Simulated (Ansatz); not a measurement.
Species: GeH3, charge 0, doublet. GeH3 (SMILES [GeH3], doublet).
B3LYP-D3(BJ)/def2-TZVP minimum from Ansatz (an electronic-structure program):
```
Ge
H 1 1.5431
H 1 1.5431 2 110.72
H 1 1.5431 2 110.72 3 -123.21
```
Charge 0, spin multiplicity 2.

Total energies in cc-pVTZ, 7 correlated electrons, 14 frozen orbitals. Open shells are spin-unrestricted; no spin-orbit coupling. Correlated methods leave the cores frozen (noble-gas shells, and filled d and f shells in the p block). No relativity.

```
method    program  energy (Eh)  minus CCSDT(Q) (mEh)
--------  -------  -----------  --------------------
HF         Ansatz  -2077.10825                141.18
MP2        Ansatz  -2077.22056                 28.86
CCSD       Ansatz  -2077.24539                  4.04
CCSD(T)    Ansatz  -2077.24865                  0.77
CCSDT(Q)   Ansatz  -2077.24943                  0.00
```

Rough core times of Ansatz's runs on a shared machine: CCSD(T) under 20 s, CCSDT(Q) 40 s.
